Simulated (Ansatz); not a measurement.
`BI` + `[SH][GeH3]` → `B[S][GeH3]` + HI at 700 K and 1 bar (ligand exchange at a B–I bond).

Isolated molecules relaxed with PBE0-D4/def2-TZVP in Ansatz; ΔE leaves out vibrations. CBS: MP2 limit from def2 TZ/QZ plus the TZ coupled-cluster correction, frozen cores. def2 core potentials past Kr. For Ge, I outer-core shells are correlated without core-valence functions, which leaves a few kJ/mol of doubt a bond. Scalar relativity is left out up to krypton.

```json
{"species": "`BI`", "CCSD(T)/CBS energy (Eh)": "-323.43628", "H − E (kJ/mol)": "85.0", "S (J/(mol·K))": "298.4"}
{"species": "`[SH][GeH3]`", "CCSD(T)/CBS energy (Eh)": "-2476.30083", "H − E (kJ/mol)": "133.1", "S (J/(mol·K))": "357.0"}
{"species": "`B[S][GeH3]`", "CCSD(T)/CBS energy (Eh)": "-2501.70931", "H − E (kJ/mol)": "184.0", "S (J/(mol·K))": "418.2"}
{"species": "HI", "CCSD(T)/CBS energy (Eh)": "-298.03592", "H − E (kJ/mol)": "34.6", "S (J/(mol·K))": "231.7"}
```

H − E and S are ideal-gas, rigid-rotor, harmonic terms from PBE0-D4/def2-TZVP. 1 Eh = 2625.50 kJ/mol, R = 8.31446 J/(mol·K).

Task: By hand: ΔE, ΔH, ΔS and ΔG.

Result: ΔE = (-2501.70931) + (-298.03592) − (-323.43628) − (-2476.30083) = -0.00812 Eh = -21.3 kJ/mol. Δ(H − E) = 184.0 + 34.6 − 85.0 − 133.1 = 0.5, so ΔH = -20.8 kJ/mol. ΔS = 418.2 + 231.7 − 298.4 − 357.0 = -5.5 J/(mol·K). ΔG = -20.8 − 700 × (-5.5)/1000 = -16.9 kJ/mol.

Task: By hand: the equilibrium constant, and the temperature at which ΔG would vanish if ΔH and ΔS stayed fixed.

Result: log₁₀ K = −ΔG/(RT ln 10) = 1.3. ΔG = 0 at ΔH/ΔS = 3782 K, far beyond where these terms or the molecules hold.

The number of gas molecules stays the same, so ΔS is small and ΔH decides. A doubt of 5 kJ/mol in ΔE shifts log₁₀ K by 0.4 here. Modes under 60 cm⁻¹, often nearly free rotors, make the harmonic entropy too high. These are equilibria of isolated gas molecules and say nothing of rates. Largest T1 diagnostic: 0.014 (customary marks: 0.02 for closed shells, 0.045 for open ones).
